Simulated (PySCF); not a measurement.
Calculation: TPSSh-D3(BJ)/def2-TZVP // CAM-B3LYP-D3(BJ)/def2-TZVP run with PySCF 2.14.0. All species are isolated molecules in the gas phase. One relaxed conformer stands for a flexible species; it need not be the lowest. 

Reference species (SMILES): `[F][Ga]([F])[F]` (neutral, multiplicity 1).

| Quantity | Value |
|---|---|
| HOMO | -10.61 eV |
| HOMO–LUMO gap | 7.88 eV |
| LUMO | -2.73 eV |

Changed species: `[F][Ga]([F])[SH]` (F–Ga–S–H torsion 0°) (1 of 3 F replaced by SH; the reference has 0 of 3 F replaced by SH).

Predict the effect on the HOMO, HOMO–LUMO gap and LUMO.

the HOMO rises by 2.68 eV, to -7.93 eV; the HOMO–LUMO gap decreases by 1.98 eV, to 5.90 eV; the LUMO increases by 0.70 eV, to -2.03 eV.
